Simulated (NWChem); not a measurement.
System: KCl; SMILES [Cl][K]

Computed with NWChem. Structure relaxed at the PBE0/def2-SVP level.

**Question.** What does the run give for PBE0/def2-SVP? Quantities: highest occupied level (eV); orbital gap (eV); dipole (D).

**Answer.** 
```json
{
 "highest occupied level (eV)": "-5.56",
 "orbital gap (eV)": "4.22",
 "dipole (D)": "9.60"
}
```
